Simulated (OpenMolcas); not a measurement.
**Xe III: effect of the IPEA shift**

```json
{
  "Program": "OpenMolcas",
  "Basis": "ANO-RCC-VQZP [8s7p5d3f2g]",
  "Scalar Hamiltonian": "DKH2, point nucleus",
  "Active space": "6 electrons in 9 orbitals (RAS2 5s 5p; RAS3 5d, at most 2 electrons)",
  "State averaging": "2S+1 = 3 even, 3 roots; 2S+1 = 1 even, 7 roots; 2S+1 = 3 odd, 3 roots; 2S+1 = 1 odd, 3 roots",
  "Spin-orbit coupling": "state interaction with AMFI integrals over the reference wave functions, term energies averaged over their components"
}
```

Methods on the same reference wave functions:
A. RASSCF
B. MS-RASPT2, IPEA 0 Eh, imaginary shift 0.1 Eh (closed shells correlated: 4d)
C. MS-RASPT2, IPEA 0.25 Eh, imaginary shift 0.1 Eh (closed shells correlated: 4d)

Energies in cm⁻¹ above 5s² 5p⁴ ³P₂, the measured ground level; measured values from Saloman, J. Phys. Chem. Ref. Data 33, 765 (2004).

```json
{"Level": "5s² 5p⁴ ³P₂", "A": "0.0", "B": "0.0", "C": "0.0", "Measured": "0.0"}
{"Level": "5s² 5p⁴ ³P₀", "A": "7897", "B": "7810", "C": "7850", "Measured": "8130"}
{"Level": "5s² 5p⁴ ³P₁", "A": "8493", "B": "8720", "C": "8720", "Measured": "9794"}
{"Level": "5s² 5p⁴ ¹D₂", "A": "18358", "B": "16330", "C": "16360", "Measured": "17099"}
{"Level": "5s² 5p⁴ ¹S₀", "A": "35617", "B": "34430", "C": "34610", "Measured": "36103"}
{"Level": "5s 5p⁵ ³P°₂", "A": "96239", "B": "98260", "C": "98700", "Measured": "98262"}
```

Deviations, from unrounded energies. A percentage is the sum of absolute deviations over the sum of measured energies, with the sign that they share, or ± where signs differ.

```json
{"Against measurement": "mean absolute deviation (cm-1)", "Levels": "5", "A": "1100", "B": "770", "C": "810"}
{"Against measurement": "fine structure of the ground term (%)", "Levels": "2", "A": "-8.6", "B": "-7.8", "C": "-7.6"}
{"Against measurement": "other terms of the ground configuration (%)", "Levels": "2", "A": "±3.3", "B": "-4.6", "C": "-4.2"}
{"Against measurement": "other configurations (%)", "Levels": "1", "A": "-2.1", "B": "+0.0", "C": "+0.4"}
```

B, C lie about equally close to measurement and A furthest from it. The largest miss of B in the table is 5s² 5p⁴ ¹S₀, by -1700 cm-1. The ranking rests on the paired levels alone, and a cruder setting can come out closer through cancelling errors.

Between B and C the level of the table that moves most is 5s 5p⁵ ³P°₂, by 430 cm-1 (lowest in B, highest in C). Moves below CASPT2's spread within the term are not significant.

The mean deviations of B to C differ by less than CASPT2's widest spread within a term (250 cm-1), so their order carries little weight.

From A to B the spin-free energies of the other terms of 5s² 5p⁴ shown, above ³P, scale by factors of 0.79 to 0.93.

The lowest spin-free term lies below A's lowest term by 0.561 hartree in B, 0.559 hartree in C.

Term energies are means over components that CASPT2 splits; among the terms shown or strongly mixed into the levels shown the widest spread is 250 cm-1 (5s² 5p⁴ ¹D, C). The run also gave levels led by 5s 5p⁴ 5d, 5s² 5p³ 5d, which use shells meant for correlation; these and all levels above them are left out. Some terms mix strongly with configurations of 5d, whose occupation reaches 0.28 (5s 5p⁵ ³P°). Measured partners are found by configuration, term and J. A level has none where our copy of the source lacks it or the pairing is in doubt (some pairs that miss far off the trend of their configuration count as doubtful), and it then counts in no deviation. Only configurations of the active space appear. The table leaves out levels that lie high or whose names do not pair safely across all columns.

° marks odd parity.
